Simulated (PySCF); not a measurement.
**Working out the ionisation energy of Zr⁺**

Zr⁺ [Kr] 4d2 5s1 (4F) → Zr²⁺ [Kr] 4d2 (3F). Calculation: PySCF 2.14, in aug-cc-pVDZ-PP with ECP28MDF; a scalar-relativistic core potential. Frozen: 4s2 4p6. Energies in hartree (1 hartree = 27.21139 eV):

```csv
part,Zr⁺ (lower),Zr²⁺ (upper)
UHF,-46.110366,-45.660034
MP2 opposite-spin,0.000000,0.000000
MP2 same-spin,-0.009077,-0.002157
```

Q: What does Hartree-Fock give?

A: (-45.660034) − (-46.110366) = 0.450332 hartree = 12.254 eV.

Q: What do MP2 and SCS-MP2 (6/5 opposite-spin, 1/3 same-spin) give?

A: The opposite-spin parts differ by 0.000 eV and the same-spin parts by 0.188 eV. MP2: 12.254 + (0.000) + (0.188) = 12.442 eV. SCS-MP2: 12.254 + 1.2 × (0.000) + (0.188)/3 = 12.317 eV.

Reference: 13.13 eV (measured; NIST Atomic Spectra Database, ionization energies), between the lowest levels; spin-orbit coupling is absent from the calculation.

A double-zeta basis recovers only part of the correlation energy.

What remains against the reference includes basis incompleteness, the frozen core and correlation beyond second order.
